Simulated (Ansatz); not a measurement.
Mulliken charges of Cl$_{2}$FGa, SMILES `[F][Ga]([Cl])[Cl]` from r2SCAN/def2-TZVPP in Ansatz (PBE0-D4/def2-TZVP geometry).

| atom | x (Å) | y (Å) | z (Å) | charge (e) |
| --- | --- | --- | --- | --- |
| F1 | -0.202 | 0.620 | 1.664 | -0.338 |
| Ga2 | 0.006 | 0.008 | 0.056 | 0.743 |
| Cl3 | 1.491 | -1.446 | -0.274 | -0.202 |
| Cl4 | -1.239 | 0.758 | -1.466 | -0.202 |

Problem. By hand: the dipole of these point charges (1 e Å = 4.8032 D).

Solution. Σ q r = (0.022, -0.065, -0.169) e Å, of length 0.182 e Å = 0.87 D.

Problem. How does the dipole of the full density compare? (Estimate.)

Solution. The calculation gave: (0.020, -0.059, -0.155) e Å, 0.80 D; the point charges give 1.09 times that, at 0° from its direction.

Point charges leave out the atoms' own dipoles, such as those of lone pairs, and Mulliken's split depends on the basis, so the close match here is no proof of good charges.
